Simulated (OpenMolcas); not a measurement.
**S: CASPT2 settings compared**

- Program: OpenMolcas 26.06
- Basis: ANO-RCC-VDZ [4s3p]
- Scalar Hamiltonian: DKH2, point nucleus
- Active space: 6 electrons in 4 orbitals (3s 3p)
- State averaging: 2S+1 = 3 even, 3 roots; 2S+1 = 1 even, 6 roots
- Spin-orbit coupling: RASSI with atomic mean-field integrals over the reference wave functions, term energies averaged over their components

Methods on the same reference wave functions:
A. CASSCF
B. SS-CASPT2, IPEA 0.3 Eh, imaginary shift 0.5 Eh (closed shells correlated: 2s 2p)
C. XMS-CASPT2, IPEA 0.5 Eh, no level shift (closed shells correlated: 2s 2p)

Energies in eV above 3s2 3p4 3P2, the measured ground level; measured values from NIST Handbook of Basic Atomic Spectroscopic Data.

| Level | A | B | C | Measured |
| --- | --- | --- | --- | --- |
| 3s2 3p4 3P2 | 0.0000 | 0.0000 | 0.0000 | 0.0000 |
| 3s2 3p4 3P1 | 0.0460 | 0.0460 | 0.0460 | 0.0491 |
| 3s2 3p4 3P0 | 0.0671 | 0.0671 | 0.0671 | 0.0711 |
| 3s2 3p4 1D2 | 1.4522 | 1.428 | 1.432 | 1.1454 |
| 3s2 3p4 1S0 | 2.6573 | 2.558 | 2.587 | 2.7500 |

Deviations, from unrounded energies. A percentage is the sum of absolute deviations over the sum of measured energies, with the sign that they share, or ± where signs differ.

```csv
Against measurement,Levels,A,B,C
mean absolute deviation (cm-1),4,820,970,920
fine structure of the ground term (%),2,-5.9,-5.9,-5.9
other terms of the ground configuration (%),2,±10.3,±12.2,±11.5
```

A lies closest to measurement on these levels and B furthest from it. The largest miss of A in the table is 3s2 3p4 1D2, by +2500 cm-1. The ranking rests on the paired levels alone, and a cruder setting can come out closer through cancelling errors.

Between B and C the level of the table that moves most is 3s2 3p4 1S0, by 230 cm-1 (lowest in B, highest in C). Moves below CASPT2's spread within the term are not significant.

The mean deviations of B to C differ by less than CASPT2's widest spread within a term (200 cm-1), so their order carries little weight.

From A to B the spin-free energies of the other terms of 3s2 3p4 shown, above 3P, scale by factors of 0.96 to 0.98.

The lowest spin-free term lies below A's lowest term by 0.020 hartree in B, 0.020 hartree in C.

CASPT2 does not keep the components of a term degenerate, so their means are used; among the terms shown or strongly mixed into the levels shown the widest spread is 200 cm-1 (3s2 3p4 1D, C). No level of 3s 3p5 was computed, though it lies in the active space. Without dynamic correlation excited terms often stand tens of per cent too high (terms of higher spin than the ground term too low), and those without a measured partner can miss by more than the paired ones (holds for A). Some terms miss by over 15 % even with CASPT2, which points to a basis or an active space too small for the shells correlated (holds for B; C). Measured partners are found by configuration, term and J. A level has none where our copy of the source lacks it or the pairing is in doubt (some pairs that miss far off the trend of their configuration count as doubtful), and it then counts in no deviation. Levels of configurations outside the active space are missing.
